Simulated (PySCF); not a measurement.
**How the functional moves excitation energies**

C4H7NSi.
Geometry (PBE0-D3(BJ)/def2-SVP, Å), atoms numbered from 1 in this order:
```xyz
13
C4H7NSi angstrom
C     -1.104    1.593    0.454
C     -0.602    0.392    0.132
C     -1.388   -0.882    0.237
Si     1.160    0.303   -0.488
C      2.097   -0.895    0.594
N      2.634   -1.653    1.289
H     -2.136    1.705    0.809
H     -0.514    2.512    0.383
H     -1.455   -1.392   -0.738
H     -2.411   -0.695    0.597
H     -0.902   -1.589    0.929
H      1.843    1.621   -0.399
H      1.254   -0.255   -1.868
```

Linear-response calculations in the def2-SVPD basis (PySCF; singlets by full response, triplets Tamm–Dancoff, core orbitals frozen in the response; HF means time-dependent Hartree–Fock). 'Strongest' is the level of largest summed f among the singlets computed (10 roots, of which the last may lack a degenerate partner); it can jump between rows when another state enters that window. S1 is the lowest singlet of each run and needn't be the same state throughout; f(S1) is that of one state. One conformer (not necessarily the lowest) at the PBE0-D3(BJ)/def2-SVP geometry, without solvent, vibrations or thermal averaging.

```tsv
functional	kind	S1 (eV)	f(S1)	strongest (eV)	T1 (eV)	HOMO (eV)	gap (eV)	ionisation energy, ΔSCF (eV)
LDA	LDA	5.49	0.008	6.68	4.43	-7.20	5.05	10.74
PBE	GGA	5.58	0.009	6.73	4.21	-7.05	5.10	9.98
B3LYP	global hybrid, 20% exact exchange	6.26	0.030	6.91	4.20	-7.93	6.76	10.18
PBE0	global hybrid, 25% exact exchange	6.44	0.043	7.01	4.11	-8.16	7.20	10.15
BHandHLYP	global hybrid, 50% exact exchange	6.81	0.000	6.94	4.05	-9.11	9.24	10.03
CAM-B3LYP	range-separated hybrid	6.84	0.058	6.93	4.16	-9.47	9.66	10.24
wB97X-D	range-separated hybrid	6.83	0.046	6.94	4.27	-10.00	10.84	10.20
LC-wPBE	range-separated hybrid	7.00	0.014	7.13	4.02	-10.87	12.19	10.30
HF	Hartree–Fock	6.25	0.000	7.14	3.54	-10.55	12.72	not settled
```

S1 runs from 5.49 eV (LDA) to 7.00 eV (LC-wPBE), a spread of 1.52 eV, while the orbital gap spreads over 7.7 eV. −ε(HOMO) comes closest to its own ΔSCF ionisation energy with wB97X-D (-0.20 eV) and misses most with LDA (-3.54 eV). 'Not settled' means that the ion's SCF failed to converge or may have ended in another state than the lowest.
